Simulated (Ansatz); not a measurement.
Ansatz (an electronic-structure program) input file for Se(SMe)(SiH3) (CH6SSeSi), SMILES CS[Se][SiH3], PBE/def2-SVPD. Coordinates come from a B3LYP-D3(BJ)/def2-SVP optimisation. The structure was generated by enumeration, and PubChem lists no compound with its InChIKey, so it may never have been made. One conformer was computed; it need not be the lowest.

Ansatz 0.2 input:
```yaml
crystal:
  periodic: [false, false, false]
  atoms:
    - {symbol: Se, position_ang: [-0.07425195, -0.15685399, 0.93511260]}
    - {symbol: S, position_ang: [1.32972853, 0.65083801, -0.62824752]}
    - {symbol: C, position_ang: [1.70975084, -0.85540296, -1.58797038]}
    - {symbol: H, position_ang: [2.21115169, -1.60694366, -0.96299101]}
    - {symbol: H, position_ang: [2.39265142, -0.53397979, -2.39019473]}
    - {symbol: H, position_ang: [0.80094452, -1.28033887, -2.03660160]}
    - {symbol: Si, position_ang: [-1.95254912, 0.19368395, -0.35509702]}
    - {symbol: H, position_ang: [-1.81819481, -0.53323971, -1.64835273]}
    - {symbol: H, position_ang: [-2.14848370, 1.64501982, -0.61555756]}
    - {symbol: H, position_ang: [-3.11197629, -0.35004764, 0.41100984]}
basis:
  gaussian:
    orbitals: def2-SVPD
hamiltonian:
  xc: {name: PBE}
```

Output:

```
WARN ansatz: RAYON_NUM_THREADS=1 ignored (pool sized by the plan → 1); use --threads N
Functional definition: PBE
integrals: 0.12 GiB planned
1502 factors; their error is unknown
mean field: 0.65 GiB planned
mean field evaluation 1: about -85157.9347 eV, gradient 4.7e1 eV
mean field evaluation 2: about -85148.2940 eV, gradient 7.1e1 eV
mean field evaluation 4: about -85163.4010 eV, gradient 7.3e0 eV
mean field evaluation 8: about -85163.5621 eV, gradient 1.4e-1 eV
mean field evaluation 16: about -85163.5302 eV, gradient 2.0e-4 eV
mean field -85163.53016439 eV, -3129.7020076273 hartree, gradient 6.0e-5 eV, S^2 0.000000; 0 other end points of the search recorded, 0 dependent functions left out
reference -85163.53022612 eV, -3129.7020098960 hartree; 38, 38 occupied and 122, 122 virtual orbitals, 1502 factors
Total energy: -85163.53022612 eV, -3129.7020098960 hartree
```

Self-consistency was reached.
